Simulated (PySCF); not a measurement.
TDDFT excited states: C4H5F3O

C4H5F3O.
Z-matrix (Å and degrees, GFN2-xTB geometry), rows numbered from 1:
```
C 
O   1  1.4219
C   2  1.3271  1  118.05
F   3  1.3430  2  114.99  1     0.09
C   3  1.3301  2  125.52  1  -179.88
C   5  1.4884  3  122.47  2     0.07
F   6  1.3599  5  111.09  3  -121.43
F   6  1.3599  5  111.07  3   121.72
H   1  1.0870  2  105.37  3   179.91
H   1  1.0924  2  111.04  3   -61.05
H   1  1.0924  2  111.04  3    60.89
H   5  1.0758  3  120.07  2  -179.95
H   6  1.0993  5  113.06  3     0.15
```

Method used: TDDFT PBE0/def2-SVPD, vertical, gas phase, core orbitals frozen in the response (PySCF).

```json
{"state": "S1", "E (eV)": "6.52", "λ (nm)": "190.3", "ν̃ (cm⁻¹)": "52560", "f": "0.019", "symmetry": "A″", "main configurations (H = HOMO, L = LUMO)": "H→L+1 (96%)"}
{"state": "S2", "E (eV)": "6.95", "λ (nm)": "178.5", "ν̃ (cm⁻¹)": "56030", "f": "0.455", "symmetry": "A′", "main configurations (H = HOMO, L = LUMO)": "H→L (94%)"}
{"state": "S3", "E (eV)": "7.22", "λ (nm)": "171.7", "ν̃ (cm⁻¹)": "58230", "f": "0.0014", "symmetry": "–", "main configurations (H = HOMO, L = LUMO)": "H→L+2 (90%)"}
{"state": "S4", "E (eV)": "7.60", "λ (nm)": "163.0", "ν̃ (cm⁻¹)": "61340", "f": "0.0054", "symmetry": "A″", "main configurations (H = HOMO, L = LUMO)": "H→L+3 (94%)"}
{"state": "S5", "E (eV)": "8.07", "λ (nm)": "153.7", "ν̃ (cm⁻¹)": "65080", "f": "0.0020", "symmetry": "–", "main configurations (H = HOMO, L = LUMO)": "H→L+6 (64%), H→L+4 (20%)"}
{"state": "S6", "E (eV)": "8.18", "λ (nm)": "151.6", "ν̃ (cm⁻¹)": "65960", "f": "0.011", "symmetry": "A″", "main configurations (H = HOMO, L = LUMO)": "H→L+4 (76%), H→L+6 (21%)"}
```

Triplets, Tamm–Dancoff:

| state | E (eV) | λ (nm) | main configurations (H = HOMO, L = LUMO) |
| --- | --- | --- | --- |
| T1 | 4.39 | 282.3 | H→L (95%) |
| T2 | 6.38 | 194.2 | H→L+1 (91%) |

The lowest singlet lies at 6.52 eV (190 nm, vacuum ultraviolet) and is weak; its leading configuration is HOMO→LUMO+1 (96%). The most intense listed level is S2 at 6.95 eV (178 nm, f = 0.455), 0.43 eV above S1. Löwdin shares by element: HOMO carbon 57% or more, oxygen 20%, fluorine 6% or more (atoms not listed hold the other 17%); LUMO carbon 56% or more, oxygen 11%, fluorine 9% or more (atoms not listed hold the other 25%). Weighted by f, the mean energy of these states is 6.97 eV. Orbital energies (eV): HOMO-3 -11.01, HOMO-2 -10.71, HOMO-1 -9.74, HOMO -7.33, LUMO 0.10, LUMO+1 0.33, LUMO+2 1.07. Of the 6 states listed, 3 reach f = 0.01 and none stays under 0.0005. No computed singlet lies in the visible range (380 to 750 nm); the lowest, at 190 nm, stands 3.25 eV above its violet end (3.26 eV). Symmetry labels in Cs follow from the direction of the transition dipole and are given only for states with f of 0.002 or more. Singlets were solved by full linear response, triplets in the Tamm–Dancoff approximation.

One conformer stands for the species.
